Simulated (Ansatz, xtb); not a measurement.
## C4H6BrF3: which of two isomers lies lower

Structure X is `FC(F)(F)CCCBr`, a singlet and structure Y is `C[C@@H](Br)CC(F)(F)F`, a singlet. Both are isolated molecules in the gas phase, relaxed with B3LYP/def2-SVP, each in the lowest conformer that the search found.

X (Å):

```yaml
atoms:
  - { symbol: C, position_ang: [0.4549, 1.7619, -0.6400] }
  - { symbol: C, position_ang: [-0.0603, 0.3802, -0.3073] }
  - { symbol: C, position_ang: [0.0069, -0.5862, -1.4902] }
  - { symbol: C, position_ang: [-0.4615, -1.9966, -1.1722] }
  - { symbol: Br, position_ang: [-2.3779, -2.0912, -0.7006] }
  - { symbol: F, position_ang: [-0.2475, 2.3315, -1.6372] }
  - { symbol: F, position_ang: [0.3783, 2.5790, 0.4234] }
  - { symbol: F, position_ang: [1.7450, 1.7337, -1.0312] }
  - { symbol: H, position_ang: [-1.0970, 0.4923, 0.0447] }
  - { symbol: H, position_ang: [0.5371, 0.0090, 0.5412] }
  - { symbol: H, position_ang: [-0.5745, -0.1814, -2.3337] }
  - { symbol: H, position_ang: [1.0531, -0.6633, -1.8363] }
  - { symbol: H, position_ang: [-0.3460, -2.6600, -2.0377] }
  - { symbol: H, position_ang: [0.0714, -2.4302, -0.3153] }
```

Y (Å):

```xyz
14

C    -2.4103   -0.4536    0.3722
C    -1.2385    0.3170   -0.2147
C     0.0945   -0.4334   -0.2605
C     0.1300   -1.5995   -1.2323
Br   -0.9506    1.9839    0.8380
F    -0.6634   -2.6199   -0.8517
F    -0.2645   -1.2302   -2.4659
F     1.3767   -2.0866   -1.3353
H    -2.6309   -1.3346   -0.2502
H    -3.3098    0.1766    0.4105
H    -2.1865   -0.8012    1.3925
H    -1.4825    0.6908   -1.2176
H     0.8962    0.2503   -0.5741
H     0.3617   -0.8202    0.7349
```

Q: Estimate which is lower in electronic energy at CCSD(T)/def2-SVP + ΔMP2/def2-TZVPP, and by roughly how much.

A: CCSD(T)/def2-SVP + ΔMP2/def2-TZVPP gives E(Y) − E(X) = −0.16 kJ/mol, slightly favouring structure Y, which is too small a margin to settle the true order.

The same difference at several levels:

```tsv
level	geometry	E(Y) − E(X) (kJ/mol)	departure from the last row (kJ/mol)	job, with rough time for the two
GFN2-xTB	GFN2-xTB	+0.66	+0.83	optimisation, 0.25 s
HF/STO-3G	GFN2-xTB	+6.17	+6.33	single point, 1.9 s
r2SCAN-D4/def2-SVP	GFN2-xTB	−2.50	−2.34	single point, 9.3 s
B3LYP/def2-SVP	B3LYP/def2-SVP	+1.62	+1.78	optimisation, 1.9 min
HF/def2-SVP	B3LYP/def2-SVP	+5.81	+5.97	part of the CCSD(T) run
MP2/def2-SVP	B3LYP/def2-SVP	−2.97	−2.81	part of the CCSD(T) run
CCSD(T)/def2-SVP	B3LYP/def2-SVP	−1.81	−1.65	single point
CCSD(T)/def2-SVP + ΔMP2/def2-TZVPP	B3LYP/def2-SVP	−0.16		single point, 6.4 min
```

As drawn, both hold the same kinds of bond in the same numbers. Structure X has 0 methyl groups, Y 1.

The largest departure from CCSD(T)/def2-SVP + ΔMP2/def2-TZVPP is that of HF/STO-3G, 6.33 kJ/mol. The last row adds to CCSD(T) the change of the MP2 difference between the two basis sets, here +1.65 kJ/mol.

With thermal terms from frequencies at re-optimised GFN2-xTB minima (ideal gas, soft modes damped towards free rotors, one conformer each, 298.15 K, 1 atm): the zero-point term adds −0.95 kJ/mol; ΔH is −0.65 and ΔG −0.22 kJ/mol.

The correlated steps freeze 16 core orbitals; the filled d shell of Br is correlated, in a basis made for valence electrons. Mirror images aren't counted in ΔG. Codes used: Ansatz 0.2.0, xtb 6.7.1; the last row on 2 threads of Intel(R) Xeon(R) Processor @ 2.70GHz on a shared host.
